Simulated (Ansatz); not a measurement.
Spin states of the cluster Au2Cl2⁺, each relaxed with PBE0-D4/def2-SVP in Ansatz. Electronic energies in the gas phase.

In the def2 sets Au takes a core potential; there is no spin–orbit coupling. LC-ωPBE has ω = 0.4 bohr⁻¹. HSE06 is defined as in plane-wave codes, on full-range PBE exchange. Correlated methods freeze 10 core orbitals; core or outer-core shells of Au are correlated, in sets that lack core-valence functions. The rows differ in basis, and correlated rows in double-zeta sets carry the largest basis error. In CCSD on the charge 1 quartet the largest single amplitude is 0.20, so its Hartree–Fock determinant may place the open shell otherwise than the density functionals do. The structure comes from a short search, and lower isomers may exist.

Doublet geometry (Cs within 0.1 Å):

```
atom   x (Å)   y (Å)   z (Å)
 Au1  -1.457  -2.035  -1.368
 Au2   0.518   0.658   0.470
 Cl3  -1.416   0.234  -0.740
 Cl4   2.355   1.143   1.638
```

Quartet geometry (Cs within 0.1 Å):

Cartesian coordinates in Å:
```
Au -0.850 -0.201 2.900
Au 0.297 0.040 -0.968
Cl -0.780 1.169 0.706
Cl 1.333 -1.008 -2.638
```

⟨S²⟩: doublet 0.75 at PBE0-D4/def2-TZVP (pure 0.75), quartet 3.76 at PBE0-D4/def2-TZVP (pure 3.75).

Only these spin states were relaxed.

Second-order perturbation terms are unreliable where d shells bring near-degenerate states, and here MP2/def2-TZVP lies more than 0.4 eV from the median of the functionals without such a term.

```tsv
level	quartet − doublet (kcal/mol)	lowest of these
HF/def2-SVP	51.6	doublet
HF/def2-TZVP	51.2	doublet
PBE-D4/def2-TZVP	43.7	doublet
r2SCAN-D4/def2-TZVP	45.5	doublet
PBE0-D4/def2-TZVP	53.6	doublet
HSE06-D4/def2-TZVP	53.3	doublet
BHLYP-D4/def2-TZVP	56.6	doublet
LC-ωPBE/def2-TZVP	58.4	doublet
RPA@PBE/def2-TZVP	47.6	doublet
MP2/def2-TZVP	62.7	doublet
CCSD/def2-SVP	56.7	doublet
CCSD(T)/def2-SVP	57.0	doublet
```

Change of the quartet − doublet gap on mixing in exact exchange, in kcal/mol: PBE to PBE0 (25 % exact exchange) 9.9.
